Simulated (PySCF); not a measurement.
Species: C5H4O2S (charge -1 and doublet state).
Cartesian coordinates in Å at the GFN2-xTB level; atoms count from 1:
```xyz
12
C5H4O2S angstrom
O      1.9111    1.1572    1.2251
C      1.4562    0.1915    0.5813
O      2.3562   -0.8304    0.2184
C      0.1301   -0.0236    0.1547
C     -0.9277    0.8877    0.4199
C     -2.1259    0.5046   -0.0693
S     -2.0449   -1.0299   -0.9078
C     -0.3332   -1.1335   -0.5761
H      3.2102   -0.5479    0.5708
H     -0.7696    1.8031    0.9669
H     -3.0757    1.0040   -0.0106
H      0.2142   -1.9835   -0.9233
```

The hyperfine couplings belong to this conformer and change with its torsions.

The species is `c1(ccsc1)[C](O)[O-]` [radical] (charge -1).

Level of theory: UKS B3LYP, pcH-1 on C H O S, non-relativistic, mean-field spin-orbit, GIAO (PySCF 2.14.0). GFN2-xTB frequencies show an imaginary mode (26i cm⁻¹), so this geometry is no minimum at that level. Whether the extra electron is bound in the gas phase wasn't checked; a finite basis holds it in any case. Couplings are sensitive to structure, and on GFN2-xTB geometries they can be far from those on DFT ones, by a factor of two or more for some ions and for spin on atoms past the first row. No stability test was run, so a lower SCF solution isn't excluded.

**Question.** Break the g tensor into its mass correction, gauge correction and orbital-Zeeman/spin–orbit terms.

**Answer.** 
| Δg (ppm) | 1 | 2 | 3 |
| --- | --- | --- | --- |
| relativistic mass correction | -203 | -203 | -203 |
| gauge correction | -4 | 45 | 38 |
| orbital Zeeman/spin–orbit | -120 | 1307 | 4175 |
| total | -327 | 1150 | 4010 |

So g = 2.00199, 2.00347, 2.00633 and g_iso = 2.00393; the tensor is rhombic: the two nearest values differ by 34 % of g3 − g1. Axes: g1 is normal to the molecular plane and g3 points within 2° of the C2–O3 bond.

**Question.** At 9.747 GHz, how far is the centre of the isotropic spectrum from where a free electron (g = 2.002319) resonates?

**Answer.** B = hν/(g μB) with μB/h = 13.99624 MHz/mT gives 347.80 mT for the free electron and 347.52 mT at g_iso, 0.28 mT lower.

**Question.** What effective moment and Curie constant follow for a powder?

**Answer.** With the mean of g² = 4.0157 and S(S+1) = 0.75: μ_eff = √(⟨g²⟩S(S+1)) = 1.735 μB and χT = 0.12505·⟨g²⟩·S(S+1) = 0.377 cm³ K/mol (cgs; spin-Hamiltonian part alone).

**Question.** In a frozen sample, at which fields do the three g values resonate at 9.5, 34, 94 and 263 GHz (hyperfine left aside), and which band first spreads them over more than twice a line width of 1.0 mT?

**Answer.** 
| band | GHz | B(g3) mT | B(g2) mT | B(g1) mT | spread mT |
| --- | --- | --- | --- | --- | --- |
| X | 9.5 | 338.31 | 338.79 | 339.04 | 0.73 |
| Q | 34.0 | 1210.78 | 1212.51 | 1213.40 | 2.62 |
| W | 94.0 | 3347.45 | 3352.23 | 3354.70 | 7.25 |
| J | 263.0 | 9365.74 | 9379.11 | 9386.03 | 20.29 |

The spread grows in proportion to the frequency. Q band is the first where it exceeds 2.0 mT.

The Mulliken spin populations are largest on C8 (+0.57), C2 (+0.18), O1 (+0.14) and S7 (+0.11). The angles at C8 add up to 360.0°, so it is planar.

The HOMO–LUMO gaps are 2.58 eV among the α and 5.55 eV among the β orbitals.

The SMILES draws the unpaired electron on C2; the largest computed Mulliken spin population is on C8 (0.57 against 0.18).
